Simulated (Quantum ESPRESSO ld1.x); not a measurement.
The numbers below are computed, except where a source is named.
Q: This ld1.x (Quantum ESPRESSO 7.5) run is given with its output. Can the result be used, and if not, why?

```
 &input
    zed=26.0,
    iswitch=1,
    rel=0,
    dft='PBE',
    config='[Ar] 3d7 4s2',
    verbosity='high',
    prefix='ld1',
    max_out_wfc=37,
    file_charge='ld1.rho',
 /
```

```
     Program LD1 v.7.5 starts

     Message from routine scf:
     warning: convergence not achieved
     --------------------------- All-electron run ----------------------------

     atomic number is 26.00
     dft =PBE   lsd =0 sic =0 latt =0  beta=0.20 tr2=1.0E-14
     Exchange-correlation= PBE
                           (   1   4   3   4   0   0   0)
     mesh =1859 r(mesh) = 100.07335 a.u. xmin = -7.00 dx = 0.00800
     1 Ry =  13.60569312 eV

     n l     nl                  e(Ry)          e(Ha)          e(eV)
     1 0     1S 1( 2.00)    -508.647254777    -254.323627389  -6920.4984563
     2 0     2S 1( 2.00)     -58.253980966     -29.126990483   -792.5857882
     2 1     2P 1( 6.00)     -50.141786839     -25.070893419   -682.2137644
     3 0     3S 1( 2.00)      -5.760352669      -2.880176335    -78.3735907
     3 1     3P 1( 6.00)      -3.399884899      -1.699942450    -46.2577906
     3 2     3D 1( 7.00)      -0.000000000      -0.000000000     -0.0000000
     4 0     4S 1( 2.00)      -0.000000000      -0.000000000     -0.0000000

     final scf error:  1.4E+02 reached in 201 iterations

     Etot =   -2265.173565 Ry,   -1132.586782 Ha,  -30819.256391 eV

     Ekin =    2664.162272 Ry,    1332.081136 Ha,   36247.774303 eV
     Encl =   -5657.972059 Ry,   -2828.986029 Ha,  -76980.631532 eV
     Eh   =     827.848972 Ry,     413.924486 Ha,   11263.459069 eV
     Exc  =     -99.212750 Ry,     -49.606375 Ha,   -1349.858231 eV
```

A: No. The cycle did not converge: in the last iteration no bound solution was found for 3d, 4s (the eigenvalue is printed as zero or positive). The species is Fe- with 27 electrons. In a local or semilocal functional the extra electron of a negative ion sees its own charge, the potential lacks the -1/r tail, and the highest level tends to rise to zero. The printed total energy is meaningless.
